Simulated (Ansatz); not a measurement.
Ideal-gas functions of `[GeH3][S]S[AsH2]` at 500 K and 1 bar, from an Ansatz frequency run at PBE0-D4/def2-TZVP.

Molar mass 216.71 g/mol, point group C1 (symmetry number 1), electronic degeneracy 1, moments of inertia 159.143, 745.831, 826.812 u Å². Harmonic wavenumbers (cm⁻¹, unscaled): 44, 72, 115, 125, 162, 388, 396, 514, 554, 559, 695, 712, 815, 858, 873, 1002, 2150, 2162, 2171, 2188, 2203.

Use S(trans) = R[1.5 ln M + 2.5 ln T − 1.1517]; rotational temperatures θ = 24.2544 K / I; S(rot) = R[ln(√π/σ · √(T³/θAθBθC)) + 1.5]; for each mode x = 1.438777 ν̃/T, S = R[x/(eˣ − 1) − ln(1 − e⁻ˣ)] and H = RT x/(eˣ − 1); 1 cm⁻¹ = 0.0119627 kJ/mol; R = 8.31446 J/(mol·K).

Question: By hand: the entropy, in J/(mol·K).

Answer: Translation 186.7. Rotation: θ = 0.1524, 0.0325, 0.0293 K, giving 131.5. Vibration, mode by mode: 25.50, 21.42, 17.55, 16.86, 14.74, 7.82, 7.66, 5.78, 5.27, 5.20, 3.81, 3.67, 2.90, 2.63, 2.55, 1.90, 0.12, 0.12, 0.12, 0.11, 0.11, in all 145.8. Electronic 0.0. Sum 464.0 J/(mol·K).

Question: By hand: H − E and G − E in kJ/mol, counted from the electronic energy.

Answer: Zero-point energy ½ × 18758 × 0.0119627 = 112.2; thermal vibration 34.0; translation, rotation and pV give 4 RT = 16.6. H − E = 162.8 kJ/mol, and G − E = 162.8 − 500 × 464.0/1000 = -69.2 kJ/mol.

Vibration gives 31 % of the entropy, 81.3 J/(mol·K) of it from the modes under 150 cm⁻¹: soft modes count most, and the harmonic formula is weakest for them. The sum counts one conformer and one mirror image; others add a mixing term.
